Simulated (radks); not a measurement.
V+, 22 electrons, occupied as [Ne] 3s1.75 3p6 3d4 4p0.25 (fractional occupations, a model configuration). Method: scalar-relativistic Kohn-Sham, LDA (Slater exchange, Perdew-Wang correlation), spin-polarised, spherical densities, point nucleus; open shells are filled with parallel spins first; computed with a radial shooting solver on a logarithmic mesh with Libxc functionals.

Normalised radial functions P(r) = r R(r), r in bohr:

r	3s down	3p down	4s down
0.003302	0.0762	0.0016	0.0213
0.004966	0.1095	0.0034	0.0306
0.007527	0.1551	0.0074	0.0433
0.01132	0.2113	0.0158	0.0590
0.01716	0.2747	0.0335	0.0767
0.0258	0.3257	0.0680	0.0909
0.03912	0.3297	0.1333	0.0919
0.0593	0.2288	0.2425	0.0635
0.08917	-0.0177	0.3893	-0.0057
0.1352	-0.3745	0.5248	-0.1053
0.2033	-0.5984	0.5070	-0.1653
0.3081	-0.3474	0.1661	-0.0874
0.4634	0.4081	-0.4598	0.1291
0.7024	1.0749	-0.9903	0.2761
1.065	0.9872	-0.9669	0.0961
1.601	0.4530	-0.5361	-0.3102
2.427	0.0940	-0.1576	-0.5955
3.65	0.0073	-0.0214	-0.5249
5.533	0.0001	-0.0009	-0.2359
8.321	0.0000	0.0000	-0.0454
12.61	0.0000	0.0000	-0.0024

3s down: eigenvalue -71.903 eV, 2 radial nodes at r = 0.0871, 0.380 bohr, <r> = 0.957 bohr, 90 % of the charge inside 1.44 bohr. 3p down: eigenvalue -46.214 eV, 1 radial node at r = 0.348 bohr, <r> = 1.03 bohr, 90 % of the charge inside 1.60 bohr. 4s down (empty): eigenvalue -9.088 eV, 3 radial nodes at r = 0.0868, 0.370, 1.18 bohr, <r> = 3.26 bohr, 90 % of the charge inside 4.89 bohr.
